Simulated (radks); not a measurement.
The numbers below are computed, except where a source is named.
Q: The mean radii <r> (bohr) of the occupied orbitals of an atom or ion are listed with their occupations. Code: a radial shooting solver on a logarithmic mesh with Libxc functionals. Model: Dirac Kohn-Sham, BLYP, spin-unpolarised, spherical densities, finite nucleus; Fermi nuclear charge, rms radius of each element as measured or else 0.836 A^(1/3) + 0.57 fm.

| orbital | occ. | <r> |
|---|---|---|
| 1s1/2 | 2 | 0.04550 |
| 2s1/2 | 2 | 0.2011 |
| 2p1/2 | 2 | 0.1734 |
| 2p3/2 | 4 | 0.1770 |
| 3s1/2 | 2 | 0.5253 |
| 3p1/2 | 2 | 0.5143 |
| 3p3/2 | 3 | 0.5205 |

Name the element and its charge. Open shells, if any, fill j = l - 1/2 first.

A: Z = 33, arsenic, charge +16: As16+ in [Ne] 3s2 3p5. The 1s radius gives Z: for a bare nucleus <r> = (2 gamma + 1)/(2Z) with gamma = sqrt(1 - (Z/c)^2), 0.04456 bohr for Z = 33, and screening makes it slightly larger (0.04550 here). The occupations add up to 17, and the charge is Z minus that.
